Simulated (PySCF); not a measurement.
GeTe, triplet, geometry from GFN2-xTB (the spin is typed, not shown lowest) (all electrons, no relativity). Base run: B3LYP/3-21G (PySCF).

Input for PySCF:
```python
from pyscf import gto, scf, dft

mol = gto.Mole()
mol.atom = '''
    Ge   -0.00000000   -0.00000000   -1.58156681
    Te    0.00000000    0.00000000    0.97327189
'''
mol.basis = '3-21g'
mol.spin = 2
mol.verbose = 5
mol.build()

mf = dft.UKS(mol)
mf.xc = 'b3lyp'
mf.kernel()
```

Each row names what was changed in the base input (with any setting that the change needs).

| change | basis functions | E (Eh) | HOMO (eV) | dipole (D) |
|---|---|---|---|---|
| base | 53 | -8652.29542 | -4.60 | 0.29 |
| basis = x2c-TZVPall; relativity = spin-free X2C; nucleus = Gaussian (with mol.nucmod = 'G') | 108 | -8892.61484 | -4.65 | 0.22 |
| basis = ANO-RCC-VDZP; relativity = spin-free X2C | 70 | -8892.64637 | -4.60 | 0.34 |
| basis = Sapporo-DKH3-DZP-2012; relativity = spin-free X2C; nucleus = Gaussian (with mol.nucmod = 'G') | 95 | -8892.16378 | -4.45 | 0.53 |
| basis = ANO-RCC-VDZP; relativity = none | 70 | -8461.53276 | -5.11 | 1.27 |
| basis = Sapporo-DKH3-DZP-2012; relativity = none | 95 | -8471.01216 | -5.01 | 1.03 |
| basis = x2c-TZVPall; relativity = spin-free X2C | 108 | -8892.79969 | -4.41 | 0.50 |
| basis = x2c-TZVPall; relativity = none | 108 | -8542.34594 | -4.75 | 0.19 |
| basis = ANO-RCC-VDZP; relativity = spin-free X2C; nucleus = Gaussian (with mol.nucmod = 'G') | 70 | -8892.41574 | -4.60 | 0.34 |
| basis = Sapporo-DKH3-DZP-2012; relativity = spin-free X2C | 95 | -8892.37883 | -4.69 | 0.21 |

Total energies compare only within one method and basis.

Open shells are given as the SCF converged; they aren't shown to be the lowest states, and a large step between rows can be another state.

Basis sets contracted for a relativistic Hamiltonian are a mismatch without it, so the rows without relativity aren't non-relativistic limits. No row has spin-orbit coupling; sets with core potentials leave out the core electrons.
